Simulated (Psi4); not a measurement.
trifluoromethane (CHF₃), singlet, geometry from GFN2-xTB, with bond 4-1 at 1.6 times its length; CAM-B3LYP/def2-SV(P) run with Psi4.

Input for Psi4:
```
memory 2 GB

molecule mol {
0 1
  C     0.001846    0.001479    0.337026
  H     0.007891    0.006322    1.440843
  F     0.027274    1.242683   -0.133867
  F     1.698072   -1.035191   -0.412208
  F    -1.091368   -0.597932   -0.119665
}

set basis def2-sv(p)
set reference rks
set cholesky_tolerance 1e-3
set scf_type cd

energy('cam-b3lyp')
print_variables()
```

**Question.** Predict the main parts of the log of this Psi4 run.

**Answer.** 
```
   => Loading Basis Set <=

    Name: DEF2-SV(P)
    Role: ORBITAL
    Keyword: BASIS

Traceback (most recent call last):
  File "psi4", line 375, in <module>
  File "<string>", line 28, in <module>
  File "site-packages/psi4/driver/driver.py", line 533, in energy
  File "site-packages/psi4/driver/procrouting/proc.py", line 2760, in run_scf
  File "site-packages/psi4/driver/procrouting/proc.py", line 1939, in scf_helper
  File "site-packages/psi4/driver/procrouting/proc.py", line 1433, in scf_wavefunction_factory
  File "site-packages/psi4/driver/procrouting/proc.py", line 1397, in build_functional_and_disp
  File "site-packages/psi4/driver/procrouting/dft/superfunctionals.py", line 135, in build_superfunctional

psi4.driver.p4util.exceptions.ValidationError: SCF: SCF_TYPE (CD) not supported for range-separated functionals, plese use SCF_TYPE = 'DF' to automatically select the correct JK build.

Printing out the relevant lines from the Psithon --> Python processed input file:
    core.IO.set_default_namespace("mol")
    core.set_global_option("BASIS", "def2-sv(p)")
    core.set_global_option("REFERENCE", "rks")
    core.set_global_option("CHOLESKY_TOLERANCE", 1e-3)
    core.set_global_option("SCF_TYPE", "cd")
--> energy('cam-b3lyp')
    print_variables()

!----------------------------------------------------------------------------------!
!                                                                                  !
!  SCF: SCF_TYPE (CD) not supported for range-separated functionals, plese use     !
!     SCF_TYPE = 'DF' to automatically select the correct JK build.                !
!                                                                                  !
!----------------------------------------------------------------------------------!
```

The input was rejected before any calculation.
